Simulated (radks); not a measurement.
The mean radii <r> (bohr) of the occupied orbitals of an atom or ion are listed with their occupations. Calculated with a radial shooting solver on a logarithmic mesh with Libxc functionals: scalar-relativistic Kohn-Sham, LDA (Slater exchange, Perdew-Wang correlation), spin-polarised, spherical densities, finite nucleus; Fermi nuclear charge, rms radius of each element as measured or else 0.836 A^(1/3) + 0.57 fm.

orbital  occ.      <r>
1s up       1  0.01968
1s down     1  0.01968
2s up       1  0.08340
2s down     1  0.08339
2p up       3  0.07417
2p down     3  0.07416
3s up       1   0.2158
3s down     1   0.2157
3p up       3   0.2149
3p down     3   0.2148
3d up       5   0.1945
3d down     5   0.1944
4s up       1   0.4520
4s down     1   0.4521
4p up       3   0.4674
4p down     2   0.4677
4d up       5   0.4730
4d down     1   0.4734
5d up       1   0.8797

Name the element and its charge. Open shells, if any, are filled with parallel spins first.

Answer. Z = 70, ytterbium, charge +28: Yb28+ in [Ar] 3d10 4s2 4p5 4d6 5d1. The 1s radius gives Z: for a bare nucleus <r> = (2 gamma + 1)/(2Z) with gamma = sqrt(1 - (Z/c)^2), 0.01942 bohr for Z = 70, and screening makes it slightly larger (0.01968 here). The occupations add up to 42, and the charge is Z minus that.
